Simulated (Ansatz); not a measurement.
Question: Name a neutral molecule of C, Cl, N, Ta and H with LUMO energy (PBE0/def2-TZVPP) between -2.30 and -2.00 eV and HOMO energy (ωB97M-V/def2-TZVPP) between -10.30 and -10.00 eV (Ansatz, PBE0-D4/def2-TZVP geometry).

Answer: `C[N]=[Ta]([Cl])([Cl])[Cl]` (-2.10 eV, -10.19 eV). Other molecules can fit too; these were computed, each in one conformer that needn't be the lowest.
